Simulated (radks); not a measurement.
Ga25+, 6 electrons, occupied as [He] 2s2 2p2 (the NIST ground configuration).

All-electron calculation, scalar-relativistic Kohn-Sham, BLYP, spin-polarised, spherical densities, point nucleus; open shells are filled with parallel spins first. Program: a radial shooting solver on a logarithmic mesh with Libxc functionals.

Energy parts (eV):
part                      energy
total                 -37017.513
kinetic                37847.899
electron-nucleus      -77481.307
Hartree                 3531.212
exchange-correlation    -915.317

Orbitals (lengths in bohr, moments of r in powers of bohr; <r^-3> diverges for s and p1/2; r(max) is where P^2 peaks):
orbital  occ.  eigenvalue (eV)  <r^-3>   r(max)      <r>
1s up       1        -11824.24       -  0.03175  0.04843
1s down     1        -11809.97       -  0.03173  0.04837
2s up       1        -2590.084       -   0.1752   0.2040
2s down     1        -2564.232       -   0.1757   0.2048
2p up       2        -2477.178    1050   0.1384   0.1753
2p down     0        -2446.068    1042   0.1391   0.1762
3s up       0        -1085.189       -   0.4634   0.4863
3s down     0        -1078.554       -   0.4664   0.4895
3p up       0        -1047.869   274.3   0.4384   0.4641
3p down     0        -1040.199   270.9   0.4418   0.4678

The highest occupied level is 2p up at -2477.2 eV. Spin moment in Bohr magnetons: 2. For comparison, the ionisation energy in NIST's Atomic Spectra Database is 2544 eV (semi-empirical). In exact Kohn-Sham theory the highest level is minus the ionisation energy, but local and semilocal functionals leave it too shallow, through self-interaction and a potential that decays too fast; potentials with the right tail come closer.

Run on one thread of a shared host, so times are rough (Arm Neoverse V2): 0.07 s of CPU time, 0.07 s wall, 13 iterations on 2476 mesh points.
